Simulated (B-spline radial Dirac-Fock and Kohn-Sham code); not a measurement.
**Photoabsorption cross section of Fe by shell**

System: neutral iron, configuration [Ar] 3d6 4s2.

Calculated with a radial finite-basis atomic code, using independent-particle photoionisation in a Dirac-Hartree-Slater potential with a Latter tail, all multipoles, thresholds from Dirac-Fock ΔSCF.

Computed thresholds (eV): K 7124.2, L1 862.1, L2 734.6, L3 722.4, M1 110.0, M2 70.75, M3 69.25, M4 11.91, M5 11.75, N1 6.88.

```
photon energy (eV)  total (b)  K (%)  L (%)  M (%)  N (%)  tabulated (b)
             21.22  5.096e+06      –      –   99.5    0.5              –
             40.81  9.001e+06      –      –   98.1    1.9              –
                60  7.975e+06      –      –   98.3    1.7              –
                80  6.864e+06      –      –   98.6    1.4              –
               100  5.283e+06      –      –   98.8    1.2              –
               150  3.567e+06      –      –   99.1    0.9              –
               200  2.368e+06      –      –   99.0    1.0              –
               300  1.187e+06      –      –   98.9    1.1              –
               400     687900      –      –   98.8    1.2              –
               600     297500      –      –   98.6    1.4              –
               800  1.270e+06      –   87.6   12.2    0.2              –
              1000     857400      –   89.0   10.8    0.2         842200
            1253.6     498800      –   89.0   10.8    0.2         486700
            1486.9     325800      –   88.8   10.9    0.2         321700
              2000     152200      –   88.6   11.1    0.3         150500
            2984.4      52600      –   88.2   11.4    0.3          52120
              4000      23750      –   87.9   11.7    0.4          23540
            5414.7      10280      –   87.7   11.8    0.5          10210
              6000       7719      –   87.6   11.9    0.5           7671
            8047.8      28190   88.0   10.5    1.4    0.1          27770
            9251.7      19540   88.3   10.2    1.4    0.1          19340
             12000       9730   88.9    9.7    1.4    0.1           9611
             15000       5266   89.2    9.4    1.3    0.1           5215
           17479.3       3431   89.4    9.2    1.3    0.1           3402
           22162.9       1745   89.6    9.1    1.3    0.1           1732
             30000      723.8   89.8    8.9    1.3    0.1          720.0
             40000      308.9   89.9    8.8    1.3    0.1          307.5
           59318.2      94.16   90.0    8.7    1.3    0.1          93.87
             80000      37.74   90.0    8.7    1.3    0.1          37.65
            100000      19.00   90.0    8.6    1.3    0.1          18.96
            150000      5.445   90.0    8.6    1.3    0.1          5.435
            200000      2.259   90.0    8.6    1.3    0.1          2.256
```

Tabulated values: Elam, Ravel and Sieber (2002) photoabsorption table (xraylib 4.2).

Question: With what power of the photon energy does the total fall between 150000 and 200000 eV?

Answer: As E^-3.06. The non-relativistic Born limit for an s electron far above threshold is E^-3.5; near threshold and at relativistic energies the fall is slower.
